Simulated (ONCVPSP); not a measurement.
**Scattering properties, ONCV potential for platinum (Pt)**

platinum, optimised norm-conserving Vanderbilt (ONCV), made with ONCVPSP 4.0.1 (PW91, scalar-relativistic). Core [Xe], reference 4f14 5d9 6s1. Waves: 6s: rc 2.30 bohr, ncon 4, nbas 8, qcut 2.9 1/bohr, 2 projectors, debl 0.8 Ha; p scattering state at 0.39 Ha: rc 2.25 bohr, ncon 4, nbas 8, qcut 3.7 1/bohr, 2 projectors, debl 2.4 Ha; 5d: rc 1.35 bohr, ncon 4, nbas 9, qcut 7.9 1/bohr, 2 projectors, debl 3.6 Ha; 4f: rc 0.75 bohr, ncon 3, nbas 6, qcut 19.5 1/bohr, 3 projectors, debl 3.8 Ha. Local part: polynomial inside 0.55 bohr (lpopt 1, dvloc0 3 Ha). Core correction: none.

The phase is arctan(r·R′/R) of the radial function R(r), unwrapped; energies in Ha, scanned from -4 to 5 Ha. A pole is an energy at which the radial function vanishes at the test radius. The pseudo phase is shifted by a multiple of π to meet the all-electron one at the reference energy, and phase errors are pseudo minus all-electron; the curves can meet again beyond the range given. Levels narrower than the energy grid can be missing from the lists of poles.

```csv
channel,radius (bohr),reference energy (Ha),"poles, all-electron","poles, pseudo",unbroken range about the reference energy with phases within 0.05 rad,phase error 1 Ha above the reference energy (rad)
s,2.34,-0.21,"-3.73, 1.43","1.42, 4.42",-3.6 to 2.7,-0.000
p,2.28,0.39,"-2.00, 2.71","1.32, 2.71",-1.2 to 1.2,-3.021
d,1.37,-0.23,3.23,3.23,the whole range,-0.000
f,0.76,-2.58,-0.01,-0.01,the whole range,-0.000
```

Note: ghosts flagged at negative energy: s at -1092.7 eV, s at -203.5 eV, p at -543.2 eV; GHOST(+) flagged for p at 37.2 eV, d at 269.2 eV. A true bound ghost makes a file unfit for plane-wave use.

Phases in the p channel:

| E (Ha) | all-electron | pseudo |
| --- | --- | --- |
| -3.98 | 1.369 | -1.755 |
| -3.50 | 1.347 | -1.770 |
| -3.02 | 1.313 | -1.788 |
| -2.54 | 1.234 | -1.812 |
| -2.06 | -1.389 | -1.845 |
| -1.58 | -1.817 | -1.894 |
| -1.10 | -1.928 | -1.974 |
| -0.62 | -2.093 | -2.127 |
| -0.14 | -2.493 | -2.516 |
| 0.34 | -3.521 | -3.521 |
| 0.82 | -4.230 | -4.240 |
| 1.30 | -4.476 | -4.583 |
| 1.78 | -4.591 | -7.726 |
| 2.26 | -4.662 | -7.803 |
| 2.74 | -4.715 | -7.857 |
| 3.22 | -4.763 | -7.904 |
| 3.70 | -4.815 | -7.956 |
| 4.18 | -4.885 | -8.028 |
| 4.66 | -5.010 | -8.175 |
